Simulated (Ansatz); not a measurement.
Basis-set extrapolation for C$_{3}$H$_{6}$BNO (`NB(O)C1C=C1`) (PBE0-D4/def2-TZVP geometry, frozen core, Ansatz 0.2.0). Multiplicity 1, RHF reference.

```
                      def2-TZVPP   def2-QZVPP
                 HF  -271.211192  -271.223716
    MP2 correlation    -1.024151    -1.095817
CCSD(T) correlation    -1.099633      not run
```

Energies in hartree. Use E(X) = E(∞) + A·exp(−7.88·√X) for Hartree–Fock and E(X) = E(∞) + B·X^(−2.97) for correlation, with X = 3 and 4, and add CCSD(T) minus MP2 of the smaller set to the MP2 limit.

Problem. What is the CCSD(T) energy at the basis-set limit?

Solution. HF limit: -271.223716 + (-0.012524) × 0.13774 = -271.22544. MP2 limit: -1.095817 + (-0.071666) × 0.74074 = -1.14890. Higher-order term: -1.099633 − (-1.024151) = -0.07548. Total: -272.44982 hartree, 87.2 kcal/mol below CCSD(T)/def2-TZVPP.
